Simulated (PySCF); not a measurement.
CH2Cl, SMILES [CH2]Cl (connectivity only; charge and spin as stated), charge +1, multiplicity 1. Geometry: B3LYP-D3(BJ)/def2-TZVP. The spin state was assumed, not searched. The isomer is the one that the SMILES or the coordinates give; other isomers of the formula were not compared.

PySCF 2.14.0 with TDA-PBE/def2-TZVPD puts the lowest singlet excitations at 3.21, 7.64, 7.75, 7.84, 8.93, 10.23 eV.

### Question
What are the lowest excitation roots from ADC(2)/aug-cc-pVDZ in PySCF? (Estimate from the structure and the level; the computed values follow.)

### Answer
3.36, 6.64, 7.96, 8.76, 9.70, 10.73 eV. S1 differs by 0.15 eV (second minus first; roots are paired by order, and the bases may differ).
